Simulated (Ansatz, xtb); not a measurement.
Ranking isomers of GeH6O2Si

3 gas-phase structures of GeH6O2Si, from a drawn sample of its isomers (lower ones may exist). Each was relaxed with GFN2-xTB:

A. `O[SiH](O)[GeH3]`, a singlet
B. `O[SiH2][GeH2][OH]`, a singlet
C. `[OH][GeH]([OH])[SiH3]`, a singlet

Task: Make a reasoned guess at their ranking by r2SCAN-D4/def2-SVP single-point energy.

Result: Calculated order at r2SCAN-D4/def2-SVP: A (0.000), B (0.802), C (1.057) eV.

Energies above the lowest of each column, in eV; the last columns are at B3LYP-D3(BJ)/def2-SVP geometries:

```tsv
structure	GFN2-xTB	HF/STO-3G	r2SCAN-D4/def2-SVP	B3LYP-D3(BJ)/def2-SVP	CCSD(T)/def2-SVP + ΔMP2/def2-TZVPP
A	0.000	0.000	0.000	0.000	0.000
B	0.348	0.509	0.802	0.702	0.844
C	0.845	0.335	1.057	1.077	1.210
```

Every level run on A puts it lowest or level with the lowest. Flexible structures stand in one conformer each, not always the lowest. The ΔMP2 step shifts differences by up to 0.192 eV, which makes them less sure. ΔMP2 is the change of the MP2 energy from the smaller to the larger basis.

Programs: Ansatz 0.2.0, xtb 6.7.1.
